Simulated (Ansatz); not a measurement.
CH6ClFSi2 can be A, `C[SiH2][SiH](F)Cl`, or B, `FC([SiH3])[SiH2]Cl`.

Program: Ansatz. Geometries: PBE0-D4/def2-TZVP. ΔE: electronic, gas phase. CBS: MP2 limit from def2 TZ/QZ plus the TZ coupled-cluster correction, frozen cores. Functionals use def2-TZVPP. B3LYP here is the variant with VWN-RPA as its local correlation; programs differ in this. Each species was taken in one conformer, which may not be the lowest.

A:

Z-matrix (Å, degrees):
```
C
Si 1 1.872
H 1 1.092 2 110.6
H 1 1.092 2 110.5 3 -120.1
H 1 1.092 2 110.7 3 120.1
Si 2 2.340 1 110.1 3 178.1
H 2 1.489 1 111.5 3 59.8
H 2 1.489 1 111.6 3 -61.3
Cl 6 2.056 2 108.4 1 -54.5
F 6 1.600 2 110.1 1 62.6
H 6 1.483 2 116.9 1 -175.3
```

B:

```xyz
11

F    -0.451    1.306    1.345
C     0.088    0.697    0.201
Si   -1.332    0.220   -0.968
Si    1.176   -0.752    0.715
Cl    2.797   -0.087    1.782
H     0.715    1.441   -0.310
H    -2.145   -0.866   -0.364
H    -0.737   -0.256   -2.244
H    -2.183    1.410   -1.213
H     1.664   -1.427   -0.512
H     0.409   -1.686    1.569
```

Which isomer does CCSD(T)/CBS put lower? Give the gap. (Best estimate.)

Ansatz gave: A, by 263.9 kJ/mol.

Give E(B) − E(A) in kJ/mol with HF/def2-TZVPP, B2PLYP, B3LYP, r2SCAN-D4, CCSD/def2-TZVPP, PBE-D4, ωB97M-V. (An estimate is asked.)

Computed: HF/def2-TZVPP 258.7, B2PLYP 260.5, B3LYP 256.4, r2SCAN-D4 262.9, CCSD/def2-TZVPP 260.4, PBE-D4 255.7, ωB97M-V 253.4. None reverses the order clearly.

Largest T1 diagnostic: 0.011.

From PBE to PBE0 (25 % exact exchange), in def2-TZVPP and without D4, E(B) − E(A) moves by +5.3 kJ/mol.
